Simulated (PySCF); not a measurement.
# Sc: ionisation energy

Sc [Ar] 3d1 4s2 (2D) → Sc⁺ [Ar] 3d1 4s1 (3D), as a difference of total energies. All numbers are calculated (PySCF 2.14, the non-relativistic Hamiltonian (point nucleus), in cc-pVTZ). Correlated levels: valence: [Ar] frozen. The calculations carry no spin-orbit coupling.

Q: Order these methods by the ionisation energy they give, lowest first.
A. M06-2X
B. SCS-MP2 (valence)
C. UHF
D. MP2 (valence)

A: C (5.362 eV), D (6.064 eV), B (6.210 eV), A (6.763 eV).

These non-relativistic numbers lack the scalar-relativistic shift.

Errors of the correlated levels include the incompleteness of this basis and the frozen core.

MP2 underrates the near-degeneracy of ns² with np² in the lower species.

For comparison: 6.562 eV (measured; NIST levels, between the centres of gravity of the two terms).
